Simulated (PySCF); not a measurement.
A geometry optimisation, step by step.

Compound: C2H7GeNSi.
SMILES with atom numbers: `[N:1]#[C:2][C@H:3]([SiH3:4])[GeH3:5]` (hydrogens: H6 on C3; H7, H8, H9 on Si4; H10, H11, H12 on Ge5)

Method: PBE0-D3(BJ)/def2-SVP geometry optimisation, gas phase (PySCF); density fitting, grid level 1; the optimiser is geomeTRIC in internal coordinates, started from a GFN2-xTB structure with every atom displaced at random (about 0.01 Å). The frame can shift and turn from step to step; on so coarse a grid that alone can change the energy by a few meV, and forces under 0.02 eV/Å are noise.

Step 0: E = -68045.9456 eV, largest atomic force 5.103 eV/Å
```
atom  x, y, z in Å  |  force x, y, z in eV/Å
N1      0.045    2.767   -0.466    0.075   4.699  -1.990
C2      0.023    1.733   -0.026   -0.034  -3.617   1.567
C3      0.014    0.411    0.484    0.728  -0.914  -0.048
Si4     1.664   -0.494   -0.062   -1.512   0.285   0.922
Ge5    -1.613   -0.513   -0.148    0.203   0.081   0.816
H6      0.005    0.470    1.582   -0.077  -0.198   0.121
H7      1.579   -1.838    0.533    0.136  -0.398   0.118
H8      2.791    0.260    0.450    0.670   0.359   0.242
H9      1.653   -0.562   -1.499    0.097  -0.074  -1.052
H10    -1.656   -1.892    0.444    0.088  -0.655   0.285
H11    -1.639   -0.604   -1.619    0.143  -0.014  -1.233
H12    -2.826    0.234    0.320   -0.517   0.446   0.251
```

Step 1: E = -68046.1891 eV, largest atomic force 0.459 eV/Å
```
atom  x, y, z in Å  |  force x, y, z in eV/Å
N1      0.180    2.588   -0.427   -0.031  -0.398   0.189
C2      0.135    1.517    0.026    0.051   0.398  -0.222
C3      0.084    0.170    0.534   -0.138  -0.227   0.048
Si4     1.565   -0.870   -0.078    0.176   0.243  -0.010
Ge5    -1.634   -0.707    0.030   -0.160  -0.031  -0.213
H6      0.120    0.193    1.638    0.016  -0.001  -0.025
H7      1.495   -2.239    0.510   -0.073   0.015   0.016
H8      2.813   -0.187    0.378    0.006  -0.082  -0.055
H9      1.537   -0.952   -1.571   -0.026  -0.004   0.088
H10    -1.634   -2.125    0.657    0.001   0.209  -0.089
H11    -1.659   -0.798   -1.524   -0.036  -0.001   0.349
H12    -2.832    0.126    0.553    0.215  -0.123  -0.075
```

Step 2: E = -68046.2045 eV, largest atomic force 0.121 eV/Å
```
atom  x, y, z in Å  |  force x, y, z in eV/Å
N1      0.169    2.580   -0.422   -0.009  -0.068   0.037
C2      0.130    1.510    0.025    0.010   0.110  -0.049
C3      0.082    0.161    0.531   -0.040  -0.109   0.008
Si4     1.577   -0.857   -0.076    0.057   0.085   0.022
Ge5    -1.635   -0.709    0.022    0.011   0.002  -0.055
H6      0.117    0.183    1.634   -0.004   0.005   0.001
H7      1.483   -2.223    0.516   -0.020  -0.010   0.006
H8      2.837   -0.196    0.372    0.002  -0.021  -0.017
H9      1.541   -0.944   -1.564   -0.009  -0.007   0.000
H10    -1.640   -2.113    0.646    0.001  -0.007   0.007
H11    -1.681   -0.803   -1.511   -0.010  -0.003   0.025
H12    -2.810    0.125    0.552    0.009   0.022   0.016
```

Step 3: E = -68046.2057 eV, largest atomic force 0.033 eV/Å
```
atom  x, y, z in Å  |  force x, y, z in eV/Å
N1      0.161    2.579   -0.417   -0.003   0.013  -0.001
C2      0.125    1.507    0.026   -0.002   0.003   0.005
C3      0.081    0.156    0.528    0.011  -0.030  -0.009
Si4     1.584   -0.852   -0.076    0.005   0.015   0.014
Ge5    -1.636   -0.711    0.019    0.005   0.000   0.002
H6      0.114    0.177    1.631   -0.008   0.002   0.003
H7      1.484   -2.218    0.518    0.000  -0.003  -0.002
H8      2.846   -0.196    0.369    0.000   0.001  -0.003
H9      1.546   -0.942   -1.563   -0.002  -0.004  -0.007
H10    -1.645   -2.114    0.645   -0.001  -0.008   0.004
H11    -1.692   -0.805   -1.512   -0.003  -0.002  -0.016
H12    -2.799    0.133    0.557   -0.002   0.012   0.010
```

Step 4: E = -68046.2058 eV, largest atomic force 0.021 eV/Å
```
atom  x, y, z in Å  |  force x, y, z in eV/Å
N1      0.154    2.579   -0.412   -0.002   0.014  -0.003
C2      0.123    1.506    0.028   -0.003  -0.013   0.009
C3      0.081    0.153    0.526    0.018   0.001  -0.010
Si4     1.587   -0.850   -0.077   -0.007  -0.004   0.004
Ge5    -1.637   -0.712    0.018   -0.003   0.001   0.006
H6      0.113    0.173    1.629   -0.005  -0.003   0.002
H7      1.489   -2.216    0.517    0.004   0.001  -0.002
H8      2.849   -0.192    0.367    0.000   0.004   0.000
H9      1.550   -0.942   -1.564    0.000  -0.001  -0.002
H10    -1.648   -2.116    0.644   -0.001  -0.002   0.000
H11    -1.698   -0.806   -1.513    0.000   0.000  -0.005
H12    -2.793    0.138    0.561   -0.001   0.001   0.002
```

Problem. Summarise the path.

Solution. The energy falls by 6.00 kcal/mol from step 0 to step 4; nine tenths of that is first reached at step 1. It falls at every step. The largest force goes from 5.103 to 0.021 eV/Å. Among the bonds Ge5–H11 changes most, from 1.474 to 1.535 Å; the atoms move by 0.054 Å rms after alignment.

Problem. Follow the three bonds and two angles with the largest change from start to end.

Solution. 
| step | E above end (kcal/mol) | largest force (eV/Å) | Ge5–H11 (Å) | C3–Si4 (Å) | Si4–H9 (Å) | Ge5–C3–H6 (°) | C3–Ge5–H11 (°) |
| --- | --- | --- | --- | --- | --- | --- | --- |
| 0 | 6.00 | 5.103 | 1.474 | 1.960 | 1.438 | 109.8 | 111.3 |
| 1 | 0.39 | 0.459 | 1.557 | 1.910 | 1.495 | 106.9 | 107.0 |
| 2 | 0.03 | 0.121 | 1.537 | 1.908 | 1.491 | 106.9 | 107.9 |
| 3 | 0.00 | 0.033 | 1.534 | 1.907 | 1.490 | 106.9 | 108.3 |
| 4 | 0.00 | 0.021 | 1.535 | 1.907 | 1.491 | 106.7 | 108.4 |

The cost below is that of the whole optimisation. Time: 31 s of wall time; peak memory 0.49 GiB. Hardware: one thread of an Arm Neoverse V2, shared host with 192 logical CPUs at a one-minute load of 28.
